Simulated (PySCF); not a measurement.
Nuclear quadrupole coupling in `COC[SiH2][SiH2]C#N`

C3H9NOSi2.
Z-matrix (Å and degrees, GFN2-xTB geometry), rows numbered from 1:
```
C 
O   1  1.4032
C   2  1.4200  1  114.36
Si  3  1.9097  2  101.53  1  -167.98
Si  4  2.3179  3   97.90  2    32.40
C   5  1.8692  4  107.22  3    41.12
N   6  1.1462  5  176.40  4   -18.11
H   1  1.0965  2  110.81  3    61.68
H   1  1.0883  2  106.86  3  -179.25
H   1  1.0964  2  111.00  3   -59.73
H   3  1.0961  2  110.27  1    69.03
H   3  1.0975  2  110.03  1   -49.16
H   4  1.4680  3  109.13  2   -86.98
H   4  1.4691  3  109.17  2   157.06
H   5  1.4647  4  117.41  3   -76.14
H   5  1.4736  4  115.14  3   155.05
```

Field gradients from the PBE0/pcSseg-1 density (PySCF, non-relativistic), principal values in atomic units, ordered |Vxx| ≤ |Vyy| ≤ |Vzz|:

| atom | Vxx | Vyy | Vzz |
| --- | --- | --- | --- |
| O2 | 0.0145 | 1.9883 | -2.0027 |
| N7 | 0.5256 | 0.5894 | -1.1150 |

Task: Find the asymmetry η = (Vxx − Vyy)/Vzz and the couplings χ = eQV/h (234.96 MHz × Q in barn × V in au), with Q(17O) = −0.0256 b, Q(14N) = 0.02044 b.

Result: 
| atom | environment | nucleus | η | χzz (MHz) | χxx (MHz) | χyy (MHz) |
| --- | --- | --- | --- | --- | --- | --- |
| O2 | ether oxygen | 17O | 0.99 | 12.05 | -0.09 | -11.96 |
| N7 | cyano nitrogen | 14N | 0.06 | -5.36 | 2.52 | 2.83 |

At O2 η is above 0.9: Vyy and Vzz are nearly equal in size and opposite in sign, so a small change could swap them and flip the sign of χzz. The tensor is traceless: Vxx + Vyy + Vzz = 0.

Task: What is Vzz at O2 in SI units (1 au = 9.71736 × 10²¹ V/m²)?

Result: -2.0027 au = -19.461 × 10²¹ V/m².

Task: And the gradient at the other heavy atoms, for which no coupling is worked out here?

Result: 
```csv
atom,environment,Vzz (au),η
C1,methoxy carbon,0.400,0.08
C3,sp3 carbon bound to oxygen,0.402,0.16
Si4,SiH2 silicon,0.207,0.19
Si5,SiH2 silicon,0.553,0.18
C6,cyano carbon,-0.455,0.01
```

Task: What couplings would deuterons (Q(2H) = 0.00286 b) have in place of the hydrogens, at this geometry?

Result: 
| atom | bonded to | bond length (Å) | Vzz (au) | η | χzz (kHz) |
| --- | --- | --- | --- | --- | --- |
| H8 | C1 | 1.096 | 0.2870 | 0.09 | 193 |
| H9 | C1 | 1.088 | 0.3064 | 0.07 | 206 |
| H10 | C1 | 1.096 | 0.2920 | 0.08 | 196 |
| H11 | C3 | 1.096 | 0.2969 | 0.08 | 200 |
| H12 | C3 | 1.098 | 0.2899 | 0.08 | 195 |
| H13 | Si4 | 1.468 | 0.1603 | 0.02 | 108 |
| H14 | Si4 | 1.469 | 0.1592 | 0.02 | 107 |
| H15 | Si5 | 1.465 | 0.1623 | 0.05 | 109 |
| H16 | Si5 | 1.474 | 0.1540 | 0.03 | 104 |

One conformer (not necessarily the lowest) at the GFN2-xTB geometry, without solvent, vibrations or thermal averaging. GFN2-xTB bond lengths can be off by several hundredths of an ångström, more for odd bonds, and the gradients follow them. These gradients aren't converged with respect to the basis.

These values come from a run that also computed NMR shieldings. Time: 42 s wall; peak memory 0.82 GiB. Hardware: one thread of an Arm Neoverse N1, on a shared host.
